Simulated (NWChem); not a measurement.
Molecule: C$_{2}$H$_{5}$FSe; SMILES [Se](F)CC

```xyz
9

Se    -0.3486     0.6633    -0.0794
F      1.4111     0.7858     0.1310
C     -0.4681    -1.1740     0.5140
C      0.3382    -2.1396    -0.3307
H     -1.5517    -1.3843     0.4784
H     -0.1678    -1.1982     1.5726
H      1.3975    -1.8452    -0.3382
H     -0.0178    -2.1565    -1.3712
H      0.2703    -3.1602     0.0788
```
Atoms are numbered in this order, from 1.

All runs: NWChem. Structure relaxed at the PBE0/def2-SVP level. Ions are spin-unrestricted doublets at the neutral geometry; other ion states weren't tried.

**Question.** Estimate the computed values for PBE/def2-SVP. Quantities: vertical ionisation energy, ΔSCF (eV); −ε(HOMO) (eV).

**Answer.** 
```
Property                               Result
-------------------------------------  ------
vertical ionisation energy, ΔSCF (eV)    8.62
−ε(HOMO) (eV)                            5.02
```
